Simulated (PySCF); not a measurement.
## Basis-set dependence of excited states

Species: C4H5ClGe.
SMILES: `C1=[CH][GeH]([CH]=C1)[Cl]`

TDDFT with PBE0 (PySCF), vertical singlets, core orbitals frozen in the response, spherical d and f functions. Isolated species at its PBE0-D3(BJ)/def2-SVP geometry, gas phase. Relativistic effects, spin–orbit coupling among them, are left out although an element past zinc is present.

Task: Compare 6-31G*, def2-SVP, def2-SVPD, aug-cc-pVDZ, def2-TZVP and def2-TZVPD for this molecule.

Result: 

```csv
basis,functions,diffuse,S1 (eV),S2 (eV),S3 (eV),S4 (eV),S5 (eV),LUMO (eV),α (au)
6-31G*,116,no,4.17,5.07,5.39,6.42,6.53,-1.78,70.4
def2-SVP,131,no,4.23,5.00,5.27,6.32,6.42,-1.91,71.7
def2-SVPD,185,yes,4.15,4.99,5.28,6.32,6.37,-2.08,85.8
aug-cc-pVDZ,200,yes,4.11,4.96,5.26,5.97,6.31,-2.05,87.3
def2-TZVP,239,no,4.16,4.97,5.28,6.32,6.38,-2.00,81.9
def2-TZVPD,293,yes,4.13,4.95,5.27,6.20,6.32,-2.05,87.5
```

States are compared by their number. Against the largest diffuse basis here (def2-TZVPD, itself not a converged limit), sets without diffuse functions differ by up to 0.10 eV in S1 and 0.21 eV in S5; the smaller diffuse sets differ by up to 0.02 and 0.05 eV. State by state, the largest deviation of a set without diffuse functions is S1 0.10, S2 0.12, S3 0.12, S4 0.22, S5 0.21 eV. The same number needn't mean the same state in each row. Against def2-TZVPD the polarisability deviates by -20% in 6-31G*, -18% in def2-SVP, -2% in def2-SVPD, 0% in aug-cc-pVDZ, -6% in def2-TZVP.
